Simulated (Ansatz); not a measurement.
```yaml
crystal:
  periodic: [false, false, false]
  atoms:
    - {symbol: Hg, position_ang: [0.425265, 1.315983, -1.262534]}
    - {symbol: Hg, position_ang: [-0.509333, -0.848838, 1.589509]}
    - {symbol: O, position_ang: [0.084068, -0.467134, -0.326984]}
basis:
  gaussian: {orbitals: def2-TZVP}
total_charge: 2
hamiltonian: {xc: {name: revPBE}, dispersion: d3bj}
scf: {lower_state_search: full}
output: {forces: true}
```

```sh
$ ansatz run in.yaml --threads 4 --pin off --events-out ev --progress --plain --max-ram 3916MiB
```

Shortened log:

```
Functional definition: revPBE
931 factors; their error is unknown
mean field evaluation 1: about -10304.9043 eV, gradient 2.1e2 eV
mean field evaluation 2: about -9956.6974 eV, gradient 2.6e2 eV
mean field evaluation 4: about -10293.0412 eV, gradient 2.3e2 eV
mean field evaluation 8: about -10325.2533 eV, gradient 1.8e2 eV
mean field evaluation 16: about -10381.1469 eV, gradient 9.6e-2 eV
mean field evaluation 32: about -10377.9814 eV, gradient 3.8e1 eV
mean field evaluation 64: about -10352.7522 eV, gradient 1.0e2 eV
mean field evaluation 96: about -10381.1469 eV, gradient 1.9e-2 eV
mean field -10381.14693134 eV, -381.5001131327 hartree, gradient 1.3e-5 eV, S^2 0.000000; 7 other end points of the search recorded, 0 dependent functions left out
reference -10381.14699476 eV, -381.5001154632 hartree; 23, 23 occupied and 94, 94 virtual orbitals, 931 factors
Total energy: -10381.28524405 eV, -381.5051960308 hartree
Atom 0 at     0.425265     1.315983    -1.262534 Å, force     0.003395     0.147565     0.004508 eV/Å
Atom 1 at    -0.509333    -0.848838     1.589509 Å, force    -0.039200     0.049431     0.134548 eV/Å
Atom 2 at     0.084068    -0.467134    -0.326984 Å, force     0.035805    -0.196996    -0.139055 eV/Å
Dipole moment:    -0.049594     0.275595     0.192896 e Å
```

It took 3.7 s on 4 threads of Arm Neoverse V2 on a shared host.

In the def2 sets Hg takes a core potential; there is no spin–orbit coupling.

The dipole of an ion depends on the origin.
